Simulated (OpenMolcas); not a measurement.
Tc+.

```json
{
  "Program": "OpenMolcas 26.06",
  "Method": "CASSCF",
  "Basis": "ANO-RCC-VTZP [7s6p4d2f1g]",
  "Scalar Hamiltonian": "DKH2, point nucleus",
  "Active space": "6 electrons in 6 orbitals (4d 5s)",
  "State averaging": "2S+1 = 7 even, 1 root; 2S+1 = 5 even, 30 roots kept (CI in the orbitals of an earlier block); 2S+1 = 3 even, 72 roots kept (CI in the orbitals of an earlier block); 2S+1 = 1 even, 23 roots kept (CI in the orbitals of an earlier block)",
  "Spin-orbit coupling": "state interaction with AMFI integrals over the reference wave functions, term energies averaged over their components"
}
```

Levels without dynamic correlation, in cm⁻¹ above 4d⁵ 5s ⁷S₃:

| Level | E |
| --- | --- |
| 4d⁵ 5s ⁵G₂ | 26659 |
| 4d⁵ 5s ⁵S₂ | 17323 |
| 4d⁵ 5s ⁵D₄ | 32998 |

On this reference, MS-CASPT2, IPEA 0.25 Eh, imaginary shift 0.1 Eh (closed shells correlated: 4s 4p) puts 4d⁵ 5s ⁵G₂ at 22620 cm⁻¹.

Task: Estimate the other levels at that method by one scale factor, and say how well it serves.

Result: The factor is 22620 / 26659 = 0.848. Scaled values beside those that MS-CASPT2 gives:
| Level | Scaled | MS-CASPT2 | Miss (%) |
| --- | --- | --- | --- |
| 4d⁵ 5s ⁵S₂ | 14690 | 12590 | +16.7 |
| 4d⁵ 5s ⁵D₄ | 27982 | 27010 | +3.6 |
For these levels the scaled values miss MS-CASPT2 by up to 16.7 %, as correlation changes each term by its own factor, spin-orbit parts do not scale and CASPT2 has its own spread within terms. This holds within one configuration; levels of others move differently, and the target method has errors of its own against measurement.

CASPT2 breaks the degeneracy within a term, and the mean is taken; among the terms shown or strongly mixed into the levels shown the widest spread is 800 cm-1 (4d⁵ 5s ⁵G, MS-CASPT2). Terms from blocks run as CI alone lack orbitals of their own. Configurations are named by rounded mean occupations; where the s occupation lies near a half they are strongly mixed, a name can repeat and a true partner stay unpaired. Without dynamic correlation excited terms often stand tens of per cent too high (terms of higher spin than the ground term too low), and those without a measured partner can miss by more than the paired ones (holds for CASSCF). Blocks of more than 70 roots (2S+1 = 3 even) ran without multistate coupling (holds for MS-CASPT2). Levels of configurations outside the active space are missing.
